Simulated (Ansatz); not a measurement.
Reaction (atomization): `CS[Si]Cl` → C• + Cl• + 3 H• + S• + Si•

Isolated molecules relaxed with PBE0-D4/def2-TZVP in Ansatz; ΔE leaves out vibrations. CCSD(T)/CBS is extrapolated from def2-TZVPP and def2-QZVPP, frozen cores. DFT in def2-TZVPP. B3LYP here is the variant with VWN-RPA as its local correlation; programs differ in this. Open shells (•) are unrestricted, without spin–orbit coupling. Spin–orbit coupling would lower the free atoms: a little for C, Cl, S, Si. Each species was taken in one conformer, which may not be the lowest.

| level | ΔE (kJ/mol) | difference from CCSD(T)/CBS |
| --- | --- | --- |
| B3LYP-D4 | 2374.5 | -9.2 |
| r2SCANh-D4 | 2379.4 | -4.3 |
| PBE-QIDH | 2367.4 | -16.3 |
| BLYP | 2331.1 | -52.6 |
| BHLYP | 2276.7 | -107.0 |
| LC-ωPBE | 2335.2 | -48.5 |
| MP2/def2-QZVPP | 2392.9 | 9.2 |
| SCS-MP2/def2-QZVPP | 2374.7 | -9.0 |
| CCSD(T)/def2-QZVPP | 2350.1 | -33.6 |
| HF/CBS(cc) | 1710.3 | -673.4 |
| CCSD(T)/CBS | 2383.7 | 0 |

Largest T1 diagnostic among the species: 0.014.

From PBE to PBE0 (25 % exact exchange), in def2-TZVPP and without D4, ΔE moves by −43.7 kJ/mol: exact exchange takes away binding that semilocal exchange gives to molecules. The D4 term adds +33.3 kJ/mol with B3LYP and +17.2 kJ/mol with PBE0; it sums over pairs of atoms, weighted by their polarisabilities, and B3LYP, whose exchange is more repulsive, gets the larger term. In def2-TZVPP, CCSD(T) changes the Hartree–Fock value by +595.8 kJ/mol (the triples alone add +48.3 kJ/mol) and MP2 by +639.9 kJ/mol; breaking electron pairs costs correlation energy, which Hartree–Fock lacks.

CCSD(T)/CBS has its own doubt, a few kJ/mol and more with outer-core shells, so smaller differences from it don't rank the levels.
